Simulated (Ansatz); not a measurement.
**Molecular dynamics of CH5BO2**

The input (input.yaml):

```yaml
crystal:
  periodic: [false, false, false]
  atoms:
    - { symbol: B, position_ang: [0.007572, -0.141274, -0.046537] }
    - { symbol: O, position_ang: [-0.012191, -0.101823, 1.326216] }
    - { symbol: H, position_ang: [-0.884917, -0.241786, 1.712827] }
    - { symbol: C, position_ang: [1.382526, 0.030284, -0.781292] }
    - { symbol: H, position_ang: [1.820912, -0.956367, -0.978479] }
    - { symbol: H, position_ang: [1.265986, 0.521903, -1.75123] }
    - { symbol: H, position_ang: [2.103911, 0.587764, -0.178196] }
    - { symbol: O, position_ang: [-1.116419, -0.349441, -0.807908] }
    - { symbol: H, position_ang: [-1.923681, -0.47746, -0.2956] }
basis:
  gaussian: { orbitals: "6-31G*" }
hamiltonian:
  xc: r2scanh
  dispersion: d4
md:
  timestep: 3.0
  n_steps: 40
  ensemble: nvt_langevin
  temperature: 500.0
  initial_velocities: maxwell_boltzmann
  seed: 851152
  friction: 0.05
```

Launched with:

```bash
$ ansatz run input.yaml --threads 1 --pin off --max-ram 2048MiB --backend cpu --events-out ev --progress --plain --runs-dir out
```

It starts from a relaxed structure.

Output, in part (step lines, the closing report, with atoms numbered from 0):

```
md step     0: t =     0.00 fs  T =   444.4 K  F+E_penalty+E_count = -5888.10412173 eV  E_kin = 0.517040 eV  (24 SCF iters)
md step     7: t =    21.00 fs  T = 1006327.7 K  F+E_penalty+E_count = -5840.14914529 eV  E_kin = 1170.701260 eV  (44 SCF iters)
md step     8: t =    24.00 fs  T = 2642412.7 K  F+E_penalty+E_count = -5865.51915607 eV  E_kin = 3074.024388 eV  (158 SCF iters)
md step     9: t =    27.00 fs  T = 1946373.2 K  F+E_penalty+E_count = -5864.43154170 eV  E_kin = 2264.293798 eV  (299 SCF iters)
md step    10: t =    30.00 fs  T = 1438721.5 K  F+E_penalty+E_count = -5862.80054571 eV  E_kin = 1673.722228 eV  (83 SCF iters)
md step    11: t =    33.00 fs  T = 1064164.6 K  F+E_penalty+E_count = -5863.72889936 eV  E_kin = 1237.985217 eV  (124 SCF iters)
md step    12: t =    36.00 fs  T = 790461.2 K  F+E_penalty+E_count = -5863.70101547 eV  E_kin = 919.575156 eV  (443 SCF iters)
md step    13: t =    39.00 fs  T = 580228.7 K  F+E_penalty+E_count = -5862.42094690 eV  E_kin = 675.003242 eV  (252 SCF iters)
[... lines left out ...]
md step    37: t =   111.00 fs  T = 72111.5 K  F+E_penalty+E_count = -5848.89045595 eV  E_kin = 83.890203 eV  (535 SCF iters)
md step    38: t =   114.00 fs  T = 50814.6 K  F+E_penalty+E_count = -5848.47499394 eV  E_kin = 59.114687 eV  (604 SCF iters)
md step    39: t =   117.00 fs  T = 36705.2 K  F+E_penalty+E_count = -5848.15615330 eV  E_kin = 42.700641 eV  (540 SCF iters)
md step    40: t =   120.00 fs  T = 27846.4 K  F+E_penalty+E_count = -5848.12311495 eV  E_kin = 32.394874 eV  (3588 SCF iters)
Total energy: -5848.12313452 eV, -214.9145611935 hartree
Atom 0 at    -0.383073     0.616907    -1.688999 Å, force     0.731266    -2.737701     2.115491 eV/Å
Atom 1 at     8.574564     4.090094    -0.282492 Å, force    -0.004455    -0.002848    -0.001963 eV/Å
Atom 2 at  -150.944171   -69.897007    17.018701 Å, force     0.000043     0.000019     0.000002 eV/Å
Atom 3 at     0.034476    -0.874282    -0.534289 Å, force    -0.945910     2.384310    -1.897352 eV/Å
Atom 4 at    11.077767    -4.846143    -2.770348 Å, force     0.000044     0.001313     0.000228 eV/Å
Atom 5 at     5.765934     0.035445    -4.424767 Å, force    -0.009795     0.000127     0.008864 eV/Å
Atom 6 at    15.873169    17.988758     2.756512 Å, force    -0.000261    -0.001174    -0.000290 eV/Å
Atom 7 at     0.847862     0.656078    -1.519890 Å, force     0.229108     0.355974    -0.224979 eV/Å
Atom 8 at   -39.290295   -23.349518    30.033153 Å, force    -0.000039    -0.000020    -0.000000 eV/Å
Dipole moment:    -0.741173    -0.178010    -0.430933 e Å
```

The steps, from the saved trajectory:

| time (fs) | T (K) | potential energy less start (eV) |
| --- | --- | --- |
| 0 | 444 | 0.000 |
| 3 | 384 | 0.388 |
| 6 | 370 | 1.025 |
| 9 | 590 | 2.080 |
| 12 | 1395 | 3.172 |
| 15 | 79454 | 15.145 |
| 18 | 262242 | 8.417 |
| 21 | 1006328 | 47.955 |
| 24 | 2642413 | 22.585 |
| 27 | 1946373 | 23.673 |
| 30 | 1438721 | 25.304 |
| 33 | 1064165 | 24.375 |
| 36 | 790461 | 24.403 |
| 39 | 580229 | 25.683 |
| 42 | 429723 | 28.046 |
| 45 | 313682 | 27.522 |
| 48 | 231343 | 27.748 |
| 51 | 172621 | 29.195 |
| 54 | 129209 | 29.528 |
| 57 | 98649 | 27.756 |
| 60 | 72199 | 30.922 |
| 63 | 61370 | 33.879 |
| 66 | 43944 | 34.079 |
| 69 | 32640 | 34.471 |
| 72 | 26835 | 36.267 |
| 75 | 19392 | 37.910 |
| 78 | 13812 | 38.306 |
| 81 | 10384 | 38.192 |
| 84 | 8465 | 38.026 |
| 87 | 6741 | 37.998 |
| 90 | 5149 | 37.697 |
| 93 | 4991 | 36.994 |
| 96 | 5005 | 35.644 |
| 99 | 3664 | 33.697 |
| 102 | 41232 | 43.208 |
| 105 | 134751 | 38.954 |
| 108 | 98808 | 39.483 |
| 111 | 72112 | 39.214 |
| 114 | 50815 | 39.629 |
| 117 | 36705 | 39.948 |
| 120 | 27846 | 39.981 |

The run went to its last step. The temperature shot up to 2.6e+06 K, far beyond the bath's, so the integration failed: the time step of 3 fs is too long for the fastest motions that this run met, and the later frames carry no physical meaning.

Parted: B1–O2 1.37 → 9.71 Å, O2–H3 0.96 → 176.69 Å, C4–H5 1.10 → 11.95 Å, C4–H6 1.09 → 6.99 Å, C4–H7 1.09 → 24.85 Å, O8–H9 0.96 → 56.42 Å. It ends as CBO + H + H + H + H + H + O. Pairs count as bonded within 1.25 times the sum of covalent radii (0.12 Å more for H–H).

Last frame:

```xyz
9
Properties=species:S:1:pos:R:3
B -0.383 0.617 -1.689
O 8.575 4.090 -0.282
H -150.944 -69.897 17.019
C 0.035 -0.874 -0.534
H 11.078 -4.846 -2.770
H 5.766 0.035 -4.425
H 15.873 17.989 2.756
O 0.848 0.656 -1.520
H -39.290 -23.349 30.033
```

The run took 21 min on 1 thread of Arm Neoverse V2 (shared host), peak memory 0.18 GiB.
